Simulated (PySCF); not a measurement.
Computed Raman spectrum (relative Raman activity) of a molecule C3H3Cl2F. The structure is a stationary point at TPSSh-D3(BJ)/def2-SVP. Other conformers were not sampled. Method: TPSSh-D3(BJ)/def2-SVP (PySCF 2.14.0). Frequencies are harmonic and unscaled.

Lines under 2 % of the strongest are left out, and lines within 2 cm⁻¹ are merged.

```json
[
 {"ν (cm⁻¹)": "538", "relative intensity": "2.6"},
 {"ν (cm⁻¹)": "560", "relative intensity": "5.8"},
 {"ν (cm⁻¹)": "1403", "relative intensity": "7.8"},
 {"ν (cm⁻¹)": "1467", "relative intensity": "6.5"},
 {"ν (cm⁻¹)": "1472", "relative intensity": "12"},
 {"ν (cm⁻¹)": "1733", "relative intensity": "18"},
 {"ν (cm⁻¹)": "3038", "relative intensity": "100"},
 {"ν (cm⁻¹)": "3113", "relative intensity": "51"},
 {"ν (cm⁻¹)": "3160", "relative intensity": "36"}
]
```

Which structure fits?
(A) CC(F)=C(Cl)Cl
(B) C/C(Cl)=C(\F)Cl
(C) F[C@@H]1CC1(Cl)Cl

B, C/C(Cl)=C(\F)Cl
